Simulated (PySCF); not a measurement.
**Electric field gradients and quadrupole coupling constants**

Species: C6H12OP2.
Cartesian coordinates in Å at the GFN2-xTB level; atoms count from 1:
```
atom  x, y, z in Å
C1     2.7112    1.3547   -0.3329
C2     2.0279    0.0503   -0.3417
C3     2.3133   -1.2630   -0.2921
P4     0.5561   -0.9636   -0.5505
O5    -0.1395   -1.1940   -1.8258
C6    -0.3932   -1.2083    0.9952
P7    -1.8455   -0.0520    1.2404
C8    -2.9238   -0.6888   -0.1124
C9    -1.1557    1.4167    0.3586
H10    2.4308    1.9225    0.5549
H11    2.4174    1.9371   -1.2059
H12    3.7918    1.2159   -0.3401
H13    3.1852   -1.8835   -0.2292
H14    0.3033   -1.0949    1.8270
H15   -0.7701   -2.2356    0.9875
H16   -3.7389    0.0170   -0.2653
H17   -3.3492   -1.6442    0.1907
H18   -2.3580   -0.8112   -1.0336
H19   -1.9332    2.1745    0.2713
H20   -0.3325    1.8331    0.9376
H21   -0.8064    1.1343   -0.6373
```

Field gradients from the PBE0/pcSseg-1 density (PySCF, non-relativistic), principal values in atomic units, ordered |Vxx| ≤ |Vyy| ≤ |Vzz|:

```json
{"atom": "O5", "Vxx": "-0.2536", "Vyy": "-0.5928", "Vzz": "0.8465"}
```

Task: Find the asymmetry η = (Vxx − Vyy)/Vzz and the couplings χ = eQV/h (234.96 MHz × Q in barn × V in au), with Q(17O) = −0.0256 b.

Result: 
| atom | environment | nucleus | η | χzz (MHz) | χxx (MHz) | χyy (MHz) |
| --- | --- | --- | --- | --- | --- | --- |
| O5 | phosphoryl oxygen | 17O | 0.40 | -5.09 | 1.53 | 3.57 |

The tensor is traceless: Vxx + Vyy + Vzz = 0.

Task: What is Vzz at O5 in SI units (1 au = 9.71736 × 10²¹ V/m²)?

Result: 0.8465 au = 8.226 × 10²¹ V/m².

Were the hydrogens deuterons (Q(2H) = 0.00286 b), χzz would run from 200 kHz (H18 and H21) to 236 kHz (H13).

The structure is a single GFN2-xTB conformer in the gas phase; no vibrational or solvent corrections. GFN2-xTB bond lengths can be off by several hundredths of an ångström, more for odd bonds, and the gradients follow them. The basis is small and wasn't made for field gradients, so the couplings can be 20 % off.
